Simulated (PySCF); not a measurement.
# Removing an electron from zinc hydride isocyanide

Species: zinc hydride isocyanide, CHNZn (singlet state).
Geometry (PBE0-D3(BJ)/def2-SVP, Å), atoms numbered from 1 in this order:
```
atom  x, y, z in Å
C1    -1.970    0.585    0.996
N2    -0.885    0.243    0.684
Zn3    0.794   -0.312    0.189
H4     2.181   -0.769   -0.220
```

Level: CAM-B3LYP/def2-SVPD (PySCF). Frontier orbitals with their largest atomic shares (Löwdin; up to four atoms above 4 %):

```
orbital  ε (eV)                         main atoms
 HOMO−3  -11.44          H4 50 %, Zn3 43 %, N2 4 %
 HOMO−2  -11.35          N2 60 %, C1 35 %, Zn3 5 %
 HOMO−1  -11.35          N2 60 %, C1 35 %, Zn3 5 %
   HOMO   -9.84                                  ?
   LUMO   -0.38  Zn3 72 %, H4 12 %, N2 9 %, C1 8 %
 LUMO+1   -0.37  Zn3 72 %, H4 12 %, N2 9 %, C1 8 %
 LUMO+2    0.47         Zn3 61 %, H4 27 %, N2 10 %
```

**Question.** What vertical ionisation energy does ΔSCF give, and how far is −ε(HOMO) from it?

**Answer.** ΔSCF: 11.01 eV (1062 kJ/mol; threshold wavelength 113 nm); ⟨S²⟩ of the doublet left behind is 0.778, against 0.75 for a pure doublet. −ε(HOMO) is 9.84 eV, 1.17 eV below it. In exact Kohn–Sham theory the two would be equal; CAM-B3LYP (range-separated hybrid) falls short of its own ΔSCF value by 11 %. Holes in the HOMO−1 and HOMO−2 were tried too where these lie within 1.2 eV of the HOMO; the lowest converged state counts.

**Question.** On which atoms does the HOMO lie?

**Answer.** C1 (isocyanide carbon) 78 %, N2 (isocyanide nitrogen) 16 %, so more than half of it is on one atom. The HOMO−1 lies 1.51 eV lower.

**Question.** And the vertical electron affinity, the fundamental gap, Mulliken's electronegativity and the hardness (with the factor ½)?

**Answer.** EA = -0.38 eV by ΔSCF (−ε(LUMO) = 0.37 eV); a negative value means that the added electron isn't bound at this geometry and level, and the number then depends on the basis. IE − EA = 11.39 eV against an orbital gap of 9.47 eV; (IE + EA)/2 = 5.31 eV; (IE − EA)/2 = 5.70 eV.

**Question.** How many of the 10 lowest singlet excitations (vertical TDDFT, same level) lie below the ionisation energy?

**Answer.** All 10; they run from 6.56 to 8.42 eV.

**Question.** Shift the occupied levels rigidly so that −ε(HOMO) equals the ΔSCF value. What binding energies result?

**Answer.** The shift is +1.17 eV: HOMO 11.01, HOMO−1 12.52, HOMO−2 12.52, HOMO−3 12.61 eV. A rigid shift is only a rough guide to the deeper ionisations.

Geometry: PBE0-D3(BJ)/def2-SVP; no solvent, vibrations or thermal averaging.
